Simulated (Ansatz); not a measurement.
Cost and result for the atomization energy of BrH₅Si₂ (`[SiH3][SiH2]Br`) (8 atoms, 7 bonds).

Z-matrix (Å, degrees):
```
Si
Si 1 2.336
H 1 1.486 2 109.3
H 1 1.488 2 109.7 3 119.9
H 1 1.485 2 109.4 3 -120.1
Br 2 2.231 1 108.3 3 60.1
H 2 1.485 1 112.1 3 -58.4
H 2 1.485 1 112.2 3 178.6
```

Charge 0, multiplicity 1. Correlated methods include outer-core shells of Br, which these sets cover unevenly. Scalar relativity is left out up to krypton. Geometry: relaxed with PBE0-D4/def2-TZVP. Program: Ansatz. All runs use 2 threads of a server CPU on a shared host. Times are those of one run each, without the atoms' runs, and a repeat can differ threefold. Electronic energies, without spin–orbit coupling; frozen cores. CCSD(T)/CBS adds CCSD(T) − MP2 in def2-TZVPP to the MP2 limit, and its time is that of the two runs behind it. T1 = 0.010. With those shells the extrapolation isn't a true limit. B3LYP takes the VWN-RPA correlation (the form of Gaussian; ORCA's B3LYP/G).

CCSD(T)/CBS is a level of theory with its own doubt, some kJ/mol a heavy atom from the limit and from the frozen cores, so smaller differences don't rank the functionals.

```
                             level  functions  wall time  atomization (kcal/mol)  difference from CCSD(T)/CBS  per bond
                BLYP-D4/def2-TZVPP        202      2.6 s                   526.5                        -13.3      -1.9
   PBE-D4/def2-TZVPP (with forces)        202      3.1 s                   529.1                        -10.7      -1.5
                PBE0-D4/def2-TZVPP        202      3.9 s                   529.8                        -10.0      -1.4
r2SCAN-D4/def2-TZVPP (with forces)        202      4.9 s                   537.3                         -2.5      -0.3
                  CCSD(T)/def2-SVP         93        5 s                   498.2                        -41.6      -5.9
 B3LYP-D4/def2-TZVPP (with forces)        202      6.5 s                   534.4                         -5.4      -0.8
                 B2PLYP/def2-TZVPP        202      7.5 s                   527.1                        -12.7      -1.8
               PBE-QIDH/def2-TZVPP        202      7.5 s                   530.2                         -9.6      -1.4
                ωB97X-V/def2-TZVPP        202       10 s                   541.9                          2.1       0.3
  ωB97M-V/def2-TZVPP (with forces)        202       13 s                   535.3                         -4.5      -0.6
                    MP2/def2-QZVPP        379       26 s                   529.2                        -10.6      -1.5
                CCSD(T)/def2-TZVPP        202       94 s                   523.9                        -15.9      -2.3
                 CCSD(T)/CBS(def2)          –      120 s                   539.8                          0.0       0.0
```

At CCSD(T), def2-SVP lies −41.6 kcal/mol from the extrapolated value and def2-TZVPP −15.8 kcal/mol: correlation converges slowly with the basis, and small sets miss more of it in the bonded molecule than in its fragments. Leaving LDA and LC-ωPBE aside and taking each functional with its dispersion term where it has one, the values, not all of them listed here, spread over 19.8 kcal/mol, from revPBE-D4 to ωB97X-V. LDA lies +64.0 kcal/mol from PBE without D4, its usual overbinding. From r2SCAN to r2SCAN0 (25 % exact exchange), in def2-TZVPP and without D4, the atomization energy moves by −3.1 kcal/mol: exact exchange takes away binding that semilocal exchange gives to molecules.
